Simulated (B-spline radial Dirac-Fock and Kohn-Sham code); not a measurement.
**Auger decay of the N2 hole in Sb⁴⁺**

System: antimony as Sb⁴⁺ in the configuration [Kr] 4d10 5s1, inside a Watson sphere of charge -4 and radius 2.7 Å (a model of the Madelung potential; inside it an electron's potential energy is raised by 21.3 eV).

The run's input, task.json:

```json
{"items": [{
  "Z": 51,
  "q": 4,
  "cfg": [[1, 0, 2], [2, 0, 2], [2, 1, 6], [3, 0, 2], [3, 1, 6], [3, 2, 10], [4, 0, 2], [4, 1, 6], [4, 2, 10], [5, 0, 1]],
  "A": 121,
  "rrms": 4.6802,
  "watson": [-4, 2.7],
  "do": ["binding", "quiet", "decay"],
  "holes": ["K", "L1", "L2", "L3", "M1", "M2", "M3", "M4", "M5", "N1", "N2", "N3", "N4", "N5"]
}]}
```

Run with: `python xray_run.py task.json out`

The computed values come from a radial finite-basis atomic code: independent-particle radiative and Coulomb Auger rates from relativistic LDA hole-state orbitals, with Dirac-Fock energies. Kinetic energies are configuration averages from the vacuum level; the two-hole energies are estimated from single-hole states.

| transition | kinetic energy (eV) | width (meV) | share (%) |
| --- | --- | --- | --- |
| N2-N4N5 | 1.21 | 17700 | 94.9 |
| N2-N5N5 | 2.69 | 690 | 3.7 |
| N2-N4O1 | 37.84 | 238 | 1.3 |

Coster-Kronig rates are the weakest part of this model and often come out 1.5 to 2.5 times too large. Super-Coster-Kronig decay this fast strains the one-particle picture, and such widths tend to come out too large. Channels within a few eV of threshold rest on estimated energies and may be closed in reality. The listed channels hold 100 % of the non-radiative rate. Summed by principal shells, of 18.7 eV in all: NNN 98.6 %, NNO 1.4 %.
